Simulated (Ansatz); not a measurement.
One change: `C#[C][SnH]([CH3])[F]` becomes `C#[C][SnH2][CH3]`.

Ansatz, PBE0-D4/def2-TZVP geometries, multiplicity 1. 

Elements past krypton have def2 core potentials.

| property | `C#[C][SnH]([CH3])[F]` |
| --- | --- |
| LUMO energy (ωB97M-V/def2-TZVPP) / eV | 0.99 |
| HOMO energy (PBE/def2-TZVPP) / eV | -7.06 |
| LUMO energy (B3LYP/def2-TZVPP) / eV | -0.96 |
| size of the dipole moment (PBE/def2-TZVPP) / D | 2.94 |
| LUMO energy (PBE/def2-TZVPP) / eV | -1.57 |
| LUMO energy (PBE0/def2-TZVPP) / eV | -0.72 |

Task: Give the same properties after the change, and the shifts. (Estimate.)

Result: Ansatz gave: 
```
                                      property  `C#[C][SnH2][CH3]`  shift
         LUMO energy (ωB97M-V/def2-TZVPP) / eV                1.47   0.48
             HOMO energy (PBE/def2-TZVPP) / eV               -6.70   0.36
           LUMO energy (B3LYP/def2-TZVPP) / eV               -0.22   0.74
size of the dipole moment (PBE/def2-TZVPP) / D                1.00  -1.94
             LUMO energy (PBE/def2-TZVPP) / eV               -0.79   0.78
            LUMO energy (PBE0/def2-TZVPP) / eV                0.02   0.74
```

With PBE0 the HOMO rises by 0.40 eV and the LUMO rises by 0.74 eV, so the gap widens by about 0.34 eV. PBE moves the HOMO by 0.36 eV and ωB97M-V by 0.40 eV. Dipoles are sizes alone; their direction can turn.

B3LYP here is the variant with VWN-RPA as its local correlation; programs differ in this.
